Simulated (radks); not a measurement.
Results of a calculation; reference values are marked as such.
All-electron atom: Sb+ in [Kr] 4d10 5s2 5p2.

Level of theory: scalar-relativistic Kohn-Sham, PBE, spin-unpolarised, spherical densities, finite nucleus; Fermi nuclear charge, rms radius 4.6802 fm (a radial shooting solver on a logarithmic mesh with Libxc functionals).

Energy parts (hartree):
part                        energy
total                  -6480.96297
kinetic                 6778.01582
electron-nucleus      -15658.81276
Hartree                 2569.69843
exchange-correlation    -169.86446

Orbitals (lengths in bohr, moments of r in powers of bohr):
| orbital | occ. | eigenvalue (hartree) | <r^4> | <r> |
|---|---|---|---|---|
| 1s | 2 | -1113.957 | 3.125e-06 | 0.02842 |
| 2s | 2 | -169.7809 | 0.0005398 | 0.1226 |
| 2p | 6 | -152.4576 | 0.0003889 | 0.1071 |
| 3s | 2 | -33.53882 | 0.02377 | 0.3305 |
| 3p | 6 | -27.89113 | 0.02509 | 0.3288 |
| 3d | 10 | -19.27230 | 0.02250 | 0.3054 |
| 4s | 2 | -5.78257 | 0.7419 | 0.7908 |
| 4p | 6 | -4.05391 | 1.060 | 0.8522 |
| 4d | 10 | -1.54376 | 2.795 | 1.028 |
| 5s | 2 | -0.75844 | 42.70 | 2.158 |
| 5p | 2 | -0.44075 | 106.9 | 2.672 |

The highest occupied level is 5p at -11.993 eV. Summed over all electrons, <r^2> = 47.95 bohr^2, which gives a Langevin (diamagnetic) susceptibility term of -38 x 10^-6 cm^3/mol.
